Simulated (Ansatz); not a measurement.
ClH3O2Sn (`[OH][SnH]([OH])[Cl]`) at its PBE0-D4/def2-TZVP geometry, where that method's forces vanish. Total charge 0; spin multiplicity 1. Sn takes the def2 core potential.

```xyz
7

O    -1.1250    0.9077    0.8327
Sn   -0.1508   -0.1413   -0.4881
O     0.6114   -1.6714    0.4313
Cl    1.5556    1.2618   -1.2104
H    -0.7820    1.8019    0.9139
H    -1.0938   -0.7084   -1.7683
H     0.9845   -1.4503    1.2889
```

Task: What forces (eV/Å) does PBE-D4/def2-TZVPP give on these atoms in the Gaussian-basis code of Ansatz? (An estimate is asked.)

Result: The calculation gave: 
```
O1  -0.534 -0.127  0.398
Sn2 -0.040  0.076 -0.374
O3   0.032 -0.660 -0.156
Cl4  0.292  0.238 -0.141
H5   0.194  0.431  0.017
H6  -0.124 -0.100 -0.159
H7   0.180  0.143  0.415
```
